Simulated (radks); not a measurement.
The numbers below are computed, except where a source is named.
Question: All-electron atom: the hafnium ion Hf16+ in [Kr] 4d10 4f10. Level of theory: Dirac Kohn-Sham, PBE, spin-unpolarised, spherical densities, finite nucleus; open shells fill j = l - 1/2 first; Fermi nuclear charge, rms radius 5.347 fm (a radial shooting solver on a logarithmic mesh with Libxc functionals). Some entries of the table are withheld. Estimate them.

| orbital | occ. | eigenvalue (hartree) | <1/r> (bohr^-1) | <r^2> (bohr^2) |
|---|---|---|---|---|
| 1s1/2 | 2 | (1) | 83.78 | 0.0004952 |
| 2s1/2 | 2 | -422.8431 | 20.31 | 0.007583 |
| 2p1/2 | 2 | -404.5408 | 20.28 | 0.005431 |
| 2p3/2 | 4 | -360.7315 | 17.23 | 0.006637 |
| 3s1/2 | 2 | -106.6552 | 7.454 | 0.04963 |
| 3p1/2 | 2 | -98.52308 | 7.371 | 0.04565 |
| 3p3/2 | 4 | -89.12616 | 6.585 | 0.05229 |
| 3d3/2 | 4 | -75.33508 | 6.475 | 0.04073 |
| 3d5/2 | 6 | -73.28512 | 6.287 | 0.04256 |
| 4s1/2 | 2 | -31.80032 | 3.161 | 0.2420 |
| 4p1/2 | 2 | -28.44452 | 3.057 | (2) |
| 4p3/2 | 4 | -26.22231 | 2.791 | (3) |
| 4d3/2 | 4 | -20.67112 | (4) | (5) |
| 4d5/2 | 6 | -20.24983 | (6) | (7) |
| 5s1/2 | 0 | -13.37484 | 1.451 | 1.012 |
| 4f5/2 | 6 | -13.25629 | 2.203 | 0.3558 |
| 4f7/2 | 4 | -13.17122 | 2.181 | 0.3618 |
| 5p1/2 | 0 | -12.13733 | (8) | (9) |
| 5p3/2 | 0 | -11.56950 | (10) | (11) |

Answer: 
(1) 1s1/2 eigenvalue (hartree): -2408.848
(2) 4p1/2 <r^2> (bohr^2): 0.2489
(3) 4p3/2 <r^2> (bohr^2): 0.2816
(4) 4d3/2 <1/r> (bohr^-1): 2.598
(5) 4d3/2 <r^2> (bohr^2): 0.3005
(6) 4d5/2 <1/r> (bohr^-1): 2.535
(7) 4d5/2 <r^2> (bohr^2): 0.3117
(8) 5p1/2 <1/r> (bohr^-1): 1.378
(9) 5p1/2 <r^2> (bohr^2): 1.104
(10) 5p3/2 <1/r> (bohr^-1): 1.297
(11) 5p3/2 <r^2> (bohr^2): 1.212
